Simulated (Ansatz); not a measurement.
C2H3FInN, SMILES `F[C]1([InH2])C=N1`, 8 atoms. The species carries charge 0 and has multiplicity 1. Correlated methods include outer-core shells of In, which these sets cover unevenly. In takes the def2 core potential. All runs use 4 threads of an Arm Neoverse V2 on a shared host. Correlated methods freeze the cores.

(1) Give the basis size and wall time and peak host memory of each of these runs in Ansatz. RKS ωB97M-V/def2-QZVPP energy; RKS PBE0-D4/def2-SVP energy; RKS CAM-B3LYP-D4/def2-TZVPP energy; RKS r2SCAN-D4/def2-TZVPP energy and forces; RKS BLYP-D4/def2-TZVPP energy; direct RPA on PBE orbitals/def2-TZVPP energy; RKS ωB97M-V/def2-SVP energy; RKS ωB97X-V/def2-TZVPP energy; RKS PBE0-D4/def2-TZVP frequencies; RKS PBE0-D4/def2-QZVPP energy; RHF-MP2/def2-QZVPP energy; RHF-CCSD(T)/def2-TZVPP energy. (An estimate is asked.)

Results:

(1) Computed: Other jobs shared the machine, so times are rough.

```tsv
level	job	functions	wall time	peak host memory (GiB)
RKS PBE0-D4/def2-SVP	energy	97	1.1 s	0.43
RKS BLYP-D4/def2-TZVPP	energy	216	1.9 s	0.26
RKS CAM-B3LYP-D4/def2-TZVPP	energy	216	2.8 s	0.55
RKS r2SCAN-D4/def2-TZVPP	energy and forces	216	3.9 s	0.28
RKS ωB97M-V/def2-SVP	energy	97	4.7 s	0.43
direct RPA on PBE orbitals/def2-TZVPP	energy	216	4.9 s	0.54
RKS PBE0-D4/def2-QZVPP	energy	400	6 s	1.2
RKS ωB97X-V/def2-TZVPP	energy	216	6.5 s	0.61
RKS ωB97M-V/def2-QZVPP	energy	400	14 s	1.5
RHF-MP2/def2-QZVPP	energy	400	15 s	1.9
RKS PBE0-D4/def2-TZVP	frequencies	192	110 s	0.5
RHF-CCSD(T)/def2-TZVPP	energy	216	2.2 min	3.8
```
